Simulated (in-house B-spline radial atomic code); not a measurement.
The numbers below are computed, except where a source is named.
## Making a Troullier-Martins d channel for As, r_c = 1.24 bohr

As, [Ar] 3d10 4s2 4p3, non-relativistic PBE, spherical and spin-unpolarised, from a B-spline radial code for spherical atoms (atomic units). The all-electron 3d level is ε = -1.533386 hartree and its outer maximum at 0.47 bohr.

Inside r_c the pseudo-orbital is u(r) = r^3 exp(p(r)), with p = c0 + c2 r² + c4 r⁴ + … + c12 r¹². The seven coefficients follow from p and its first four derivatives at r_c, from zero curvature of the screened potential at the origin, c4 = −c2²/(2l + 5), and from the norm inside r_c. At r_c the all-electron orbital has P = 0.4823015, P' = -0.7832145, the screened potential V = -2.327618, V' = 4.27655, V'' = -11.57267, and the norm inside is Q = 0.9305551.

Task: What are p, p' and p'' at r_c?

Result: p = ln(P/r_c^3) = ln(0.4823015/1.90662) = -1.37452. p' = P'/P − 3/r_c = -1.62391 − 2.41935 = -4.04327. The radial equation gives p'' = 2(V − ε) − 2(3) p'/r_c − p'² = -1.58846 − (-19.56419) − 16.34799 = 1.62773. Differentiating, p''' = 2V' + 2(3)p'/r_c² − 2(3)p''/r_c − 2p'p'' = -1.9379, and p'''' = 2V'' − 4(3)p'/r_c³ + 4(3)p''/r_c² − 2(3)p'''/r_c − 2p''² − 2p'p''' = 3.4128.

For a trial c2 the five matching conditions are linear in c0, c6, c8, c10 and c12, and c2 is varied until the norm inside r_c equals Q. The root nearest zero gives:

| n | c_n |
| --- | --- |
| 0 | 3.56286 |
| 2 | -4.641438 |
| 4 | -2.393661 |
| 6 | 6.775082 |
| 8 | -5.215515 |
| 10 | 1.817468 |
| 12 | -0.2450585 |

Task: Check c4 and p(r_c), and find the screened pseudopotential at the origin.

Result: −c2²/9 = -2.39366, as listed. The terms c_n r_c^n are 3.56286, -7.13668, -5.65913, 24.62888, -29.15215, 15.62009, -3.23840, which sum to -1.37452. Inverting the radial equation, V_l(r) = ε + 3 p'/r + (p'' + p'²)/2, so V_l(0) = ε + (2l + 3) c2 = -1.533386 + 7 × (-4.64144) = -34.0235 hartree, finite where the all-electron potential diverges.

Orbitals and screened potentials:

| r (bohr) | P | u | V all-electron | V pseudo |
| --- | --- | --- | --- | --- |
| 0.124 | 0.2911 | 0.06257 | -171.7 | -33.95 |
| 0.31 | 1.023 | 0.6615 | -41.92 | -31.65 |
| 0.496 | 1.205 | 1.292 | -17.4 | -22.99 |
| 0.682 | 1.067 | 1.237 | -8.855 | -10.92 |
| 0.868 | 0.8504 | 0.9011 | -5.202 | -3.581 |
| 1.054 | 0.6478 | 0.6505 | -3.367 | -2.442 |
| 1.24 | 0.4823 | 0.4823 | -2.328 | -2.328 |

Logarithmic derivatives P'/P at R = 1.54 bohr, for energies E around ε:

| E − ε (hartree) | all-electron | pseudo |
| --- | --- | --- |
| -0.5 | 1.28371 | 1.31638 |
| -0.25 | 0.632306 | 0.655312 |
| -0.1 | -0.25685 | -0.247324 |
| 0 | -1.6847 | -1.68472 |
| 0.1 | -7.3812 | -7.21572 |
| 0.25 | 8.97544 | 9.6752 |
| 0.5 | 3.56028 | 3.75447 |
